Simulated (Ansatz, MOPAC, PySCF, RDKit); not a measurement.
Noncovalent pair: CH4 (SMILES C) (first 5 atoms) with CH5N (SMILES CN); geometry from B3LYP-D3(BJ)/def2-TZVP.
(charge 0, multiplicity 1):
```xyz
12

C     -0.005    -0.045    -0.385
H      0.101     0.345    -1.397
H     -0.258    -1.103    -0.433
H      0.932     0.083     0.154
H     -0.797     0.498     0.130
C     -0.162     0.746     3.365
N      0.073    -0.689     3.209
H      0.226     1.071     4.332
H     -1.237     0.935     3.368
H      0.289     1.379     2.589
H      1.065    -0.893     3.217
H     -0.286    -1.014     2.320
```

Monomers are frozen at their geometry in the pair; levels with a basis set take the counterpoise correction. Rows marked so take none. RDKit's UFF carries no charges.

Rows in 6-31G* carry no dispersion term and start afresh at each structure (6-31G* with six Cartesian d functions). The state that PM6 reach isn't checked.

Codes used: Ansatz (a program for electronic structure); MOPAC for PM6 (differences of heats of formation); PySCF for 6-31G* rows; RDKit for the force fields. Values without a source in brackets are computed.

**Question.** One of these levels gives 1.2 kJ/mol for the interaction energy. Which one is it?
A) HF/6-31G* (no counterpoise)
B) SVWN5/def2-TZVPPD
C) UFF
D) PM6

**Answer.** A, HF/6-31G* (no counterpoise). The others give -4.1 (UFF), -1.8 (PM6), -7.2 (SVWN5/def2-TZVPPD)
